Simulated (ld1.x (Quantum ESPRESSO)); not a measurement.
**Pseudopotential generation for hafnium: TM, PBEsol, fully relativistic.**

* Element: Hf
* Generator: ld1.x (Quantum ESPRESSO) 7.5
* Type: norm-conserving Troullier–Martins (Kleinman–Bylander form)
* Functional: PBEsol
* Relativity: fully relativistic
* Frozen core: [Xe] 4f14
* Valence charge: 4
* Reference configuration: 5d3 6s1 6p0
* Partial waves: 6s (bound): rc 2.45 bohr; 6p (bound, empty): rc 3.35 bohr; 5d (bound): rc 3.00 bohr
* Local potential: all-electron potential smoothed inside 2.85 bohr (lloc = -1)
* Core correction: Bessel-smoothed model core, default radius (core density twice the valence density)

Open shells are filled in proportion to 2j + 1 (rel_dist='average').

Poles of the logarithmic derivatives, all-electron (AE) and pseudo (PS). s: poles at 0.4, 4.8 (AE) and 0.3, 0.9, 5.0 (PS) Ry. p1/2: poles at 1.2 (AE) and 1.0, 2.6 (PS) Ry. p3/2: poles at 1.4 (AE) and 0.9, 2.4 (PS) Ry. d3/2: poles at 0.1, 3.0 (AE) and 0.1, 3.3 (PS) Ry. d5/2: poles at 0.1, 3.1 (AE) and 0.1, 3.3 (PS) Ry. Test radius 3.64 bohr.

* Cutoffs needed: 18 Ry and 25 Ry (the cutoffs (Ry, on a coarse ladder) from which the occupation-weighted sum of valence levels, in a spherical-Bessel basis at the reference potential, stays within 10 and 1 mRy of its value at 400 Ry)
* Ghost test: no extra level below or beside the all-electron valence levels (s, p1/2, p3/2, d3/2, d5/2, f tested) (spherical-Bessel basis up to 400 Ry, 20 bohr box)
* Largest excitation error: -77 meV (all-electron minus pseudo) for 5d2 6s0 6p0, out of 7 test configurations
